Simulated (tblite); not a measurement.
C7H8NO (doublet state).
Atom-mapped SMILES: `[O:1]=[CH:2][N:3][C@@:4]12[C@H:5]3[CH2:6][C@@H:7]1[C@@H:8]2[CH2:9]3` (hydrogens: H10 on C2; H11 on C5; H12, H13 on C6; H14 on C7; H15 on C8; H16, H17 on C9)
Bond orders are those of one Lewis drawing.

Computed with GFN2-xTB (tblite), gas phase: L-BFGS steps from a force-field or distance-geometry start until the largest atomic force falls under 0.01 eV/Å.

Step 27: E = -705.7922 eV
```
atom  x, y, z in Å  |  force x, y, z in eV/Å
O1      3.3373    1.3440    0.4119   -0.288  -0.226  -0.088
C2      2.8950    0.2950   -0.0004    0.077   0.134   0.225
N3      1.7124    0.0602   -0.5800    0.034  -0.125   0.142
C4      0.4611    0.0255   -0.2155    0.208   0.012  -0.055
C5     -0.8666    0.0099   -1.0003    0.121   0.049  -0.075
C6     -1.2883   -1.2693   -0.2587    0.004  -0.021   0.018
C7     -0.3273   -0.8657    0.8350    0.263  -0.074  -0.041
C8     -0.3871    0.6086    0.9681    0.043   0.019   0.095
C9     -1.3891    1.0983   -0.0545   -0.044   0.054   0.094
H10     3.5490   -0.6160   -0.0221   -0.150   0.078  -0.193
H11    -0.9030    0.1076   -2.0780   -0.209  -0.047   0.030
H12    -2.3302   -1.3405    0.0540   -0.105   0.107  -0.077
H13    -1.0162   -2.1885   -0.7640    0.193  -0.047  -0.060
H14     0.1695   -1.5170    1.5321   -0.073   0.024   0.113
H15     0.0013    1.1499    1.8141   -0.004  -0.030  -0.024
H16    -2.4356    0.9915    0.2224   -0.142   0.051   0.054
H17    -1.1893    2.1185   -0.3600    0.072   0.043  -0.159
```

Step 28: E = -705.8021 eV
```
atom  x, y, z in Å  |  force x, y, z in eV/Å
O1      3.3015    1.3213    0.4287    0.019   0.340   0.168
C2      2.8904    0.2776   -0.0078   -0.223  -0.050   0.132
N3      1.7069    0.0393   -0.5773   -0.046  -0.212  -0.059
C4      0.4576    0.0308   -0.2186    0.184   0.016   0.137
C5     -0.8669    0.0152   -1.0002    0.083  -0.010  -0.001
C6     -1.2804   -1.2714   -0.2560   -0.023   0.000  -0.027
C7     -0.3273   -0.8552    0.8421    0.201  -0.130  -0.114
C8     -0.3916    0.6157    0.9733    0.028   0.030   0.041
C9     -1.3867    1.1083   -0.0537   -0.066  -0.021   0.024
H10     3.5495   -0.6105   -0.0591    0.076  -0.186  -0.214
H11    -0.8953    0.1074   -2.0791   -0.241  -0.033   0.053
H12    -2.3264   -1.3681    0.0451   -0.023   0.172  -0.069
H13    -0.9880   -2.1897   -0.7576    0.178   0.043  -0.045
H14     0.1812   -1.4985    1.5376   -0.090  -0.005   0.121
H15    -0.0174    1.1542    1.8267    0.045  -0.009  -0.044
H16    -2.4351    1.0066    0.2145   -0.167   0.047   0.080
H17    -1.1792    2.1292   -0.3544    0.064   0.008  -0.182
```

Step 29: E = -705.7837 eV
```
atom  x, y, z in Å  |  force x, y, z in eV/Å
O1      3.2866    1.2551    0.5280   -0.058  -0.808  -0.303
C2      2.9152    0.2320   -0.0216    0.117   0.349   0.352
N3      1.7071    0.0202   -0.5452    0.298  -0.310  -0.282
C4      0.4582    0.0598   -0.2056    0.109  -0.062   0.433
C5     -0.8537    0.0267   -1.0012   -0.025  -0.019   0.134
C6     -1.2620   -1.2675   -0.2495    0.040   0.032  -0.080
C7     -0.3243   -0.8243    0.8581    0.006  -0.080  -0.193
C8     -0.4190    0.6442    0.9837   -0.051  -0.042  -0.072
C9     -1.4116    1.1154   -0.0584   -0.124  -0.085  -0.091
H10     3.6118   -0.6469   -0.2459   -0.441   0.738   0.091
H11    -0.8600    0.1052   -2.0834   -0.281  -0.005   0.123
H12    -2.3169   -1.3814    0.0325    0.148   0.218  -0.076
H13    -0.9471   -2.1929   -0.7356    0.145   0.213   0.000
H14     0.1886   -1.4503    1.5642   -0.081  -0.048   0.136
H15    -0.0807    1.1921    1.8465    0.104  -0.010  -0.081
H16    -2.4680    0.9749    0.1886    0.054   0.115   0.065
H17    -1.2312    2.1499   -0.3512    0.041  -0.195  -0.156
```

Step 30: E = -705.8177 eV
```
atom  x, y, z in Å  |  force x, y, z in eV/Å
O1      3.3007    1.3093    0.4511    0.042   0.181   0.166
C2      2.8975    0.2694   -0.0048   -0.134  -0.100   0.051
N3      1.7103    0.0353   -0.5659    0.094  -0.211  -0.142
C4      0.4624    0.0370   -0.2151   -0.030  -0.012   0.199
C5     -0.8610    0.0179   -1.0007   -0.003  -0.024   0.085
C6     -1.2761   -1.2706   -0.2553    0.051   0.032  -0.049
C7     -0.3199   -0.8510    0.8417    0.042  -0.040  -0.089
C8     -0.3965    0.6209    0.9758   -0.015  -0.025  -0.047
C9     -1.3942    1.1089   -0.0532   -0.051  -0.037  -0.035
H10     3.5631   -0.6202   -0.1049   -0.015   0.052  -0.131
H11    -0.8976    0.1048   -2.0795   -0.203  -0.010   0.047
H12    -2.3263   -1.3597    0.0396    0.060   0.135  -0.064
H13    -0.9783   -2.1911   -0.7542    0.126   0.100  -0.020
H14     0.1779   -1.4891    1.5485   -0.056  -0.026   0.111
H15    -0.0287    1.1614    1.8292    0.067   0.009  -0.011
H16    -2.4472    0.9957    0.2115   -0.008   0.077   0.046
H17    -1.1932    2.1333   -0.3597    0.032  -0.101  -0.117
```

**Question.** Estimate the geometry and energy of step 31. (The exact step hangs on the optimiser's Hessian estimate; all steps are aligned on step 30, rigid shifts and turns removed.)

**Answer.** E = -705.8244 eV, largest force 0.215 eV/Å
```
atom  x, y, z in Å  |  force x, y, z in eV/Å
O1      3.2928    1.3026    0.4612    0.020   0.123   0.158
C2      2.8957    0.2639   -0.0054   -0.103  -0.037   0.043
N3      1.7105    0.0253   -0.5669    0.017  -0.181  -0.114
C4      0.4625    0.0393   -0.2117   -0.009  -0.012   0.142
C5     -0.8600    0.0193   -0.9991   -0.021  -0.027   0.072
C6     -1.2734   -1.2706   -0.2549    0.055   0.025  -0.043
C7     -0.3182   -0.8488    0.8423    0.003  -0.028  -0.047
C8     -0.3988    0.6234    0.9771   -0.009  -0.024  -0.042
C9     -1.3963    1.1106   -0.0533   -0.013  -0.050  -0.039
H10     3.5645   -0.6189   -0.1232    0.033   0.037  -0.111
H11    -0.8963    0.1049   -2.0783   -0.198  -0.008   0.055
H12    -2.3248   -1.3640    0.0373    0.089   0.135  -0.066
H13    -0.9678   -2.1892   -0.7531    0.104   0.104  -0.022
H14     0.1795   -1.4843    1.5520   -0.061  -0.025   0.099
H15    -0.0344    1.1650    1.8317    0.070   0.003  -0.018
H16    -2.4501    0.9993    0.2095    0.000   0.070   0.045
H17    -1.1925    2.1343   -0.3612    0.023  -0.105  -0.112
```

The energy changes by -0.0068 eV. The first-order estimate −F·Δx gives -0.0074 eV and the mean of the old and new forces, exact on a quadratic surface, -0.0068 eV. The step makes an angle of 69° with the force vector and moves no atom by more than 0.018 Å.

What follows is the cost of the whole relaxation. Time: 0.54 s wall. Hardware: an Arm Neoverse V2 with one thread, shared host with 96 logical CPUs at a one-minute load of 20.
